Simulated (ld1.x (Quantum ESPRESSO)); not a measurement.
What the settings do to the PAW potential of N (Z = 7)

Base potential:

```json
{"Element": "nitrogen (N)", "Generator": "ld1.x (Quantum ESPRESSO) 7.5", "Type": "PAW", "Functional": "PBE", "Relativity": "non-relativistic", "Frozen core": "[He]", "Valence charge": "5", "Reference configuration": "2s2 2p3", "Partial waves": "2s (bound): rcut 0.75, rcutus 0.90 bohr; 2s channel at -0.9 Ry: rcut 0.75, rcutus 0.90 bohr; 2p (bound): rcut 1.15, rcutus 1.35 bohr; 2p channel at 3.15 Ry: rcut 1.15, rcutus 1.35 bohr; 3d channel at 0.35 Ry: rcut 1.10, rcutus 1.30 bohr", "Local potential": "all-electron potential smoothed inside 1.15 bohr (lloc = -1)", "Core correction": "Bessel-smoothed model core inside 0.45 bohr", "Augmentation charge": "PSQ, inside the norm-conserving radii"}
```

Cutoffs, loose and tight: the cutoffs (Ry, on a coarse ladder) from which the occupation-weighted sum of valence levels, in a spherical-Bessel basis at the reference potential, stays within 10 and 1 mRy of its value at 400 Ry. They do not see the model core or the augmentation charge, which bear on the density cutoff. Test errors are all-electron minus pseudo excitation energies from the reference, over the configurations 2s2 2p2; 2s2 2p1; 2s2 2p0; 2s1 2p0; 2s0 2p5; 2s2 2p2.5; 2s1 2p4. A dash means not determined; rows that change the core or the reference have their own tests.

Cutoffs are not given where the Bessel-basis levels miss the radial ones by over 6 mRy, ghosts where they miss by over 20 mRy; a channel whose overlap is not positive is not tested.

A file whose overlap is not positive is unfit for use, and its test errors describe a broken file.

| change | outcome | cutoff, loose | cutoff, tight | bound ghosts | largest test error (meV) |
| --- | --- | --- | --- | --- | --- |
| base | generated | 40 Ry | 60 Ry | none | -30 |
| local potential all-electron potential smoothed inside 0.85 bohr (lloc = -1) | generated, overlap not positive | – | – | not determined (overlap not positive) | -30 |
| waves 2p (bound): rcut 1.15, rcutus 2.06 bohr; 2p channel at 3.15 Ry: rcut 1.15, rcutus 2.06 bohr | generated | 35 Ry | 50 Ry | none | -29 |
| wave 2p channel at 3.15 Ry: rcut 1.15, rcutus 1.35 bohr becomes 2p channel at 5.05 Ry: rcut 1.15, rcutus 1.35 bohr | generated | 40 Ry | 60 Ry | none | -30 |
| type TM; waves now 2s (bound): rc 0.90 bohr; 2p (bound): rc 1.35 bohr; 3d channel at 0.35 Ry: rc 1.30 bohr; local potential all-electron potential smoothed inside 1.15 bohr (lloc = -2) | generated | 70 Ry | 140 Ry | none | +665 |
| local potential all-electron potential smoothed inside 0.52 bohr (lloc = -1) | generated, overlap not positive | – | – | not determined (overlap not positive) | -30 |
| scalar-relativistic; wave 3d channel at 0.35 Ry: rcut 1.10, rcutus 1.30 bohr becomes 3d channel at 0.35 Ry: rc 1.30 bohr | failed: invmat: error in DGETRF | – | – | – | – |
| augmentation BESSEL, radius 0.85 bohr | generated | 40 Ry | 60 Ry | none | -33 |
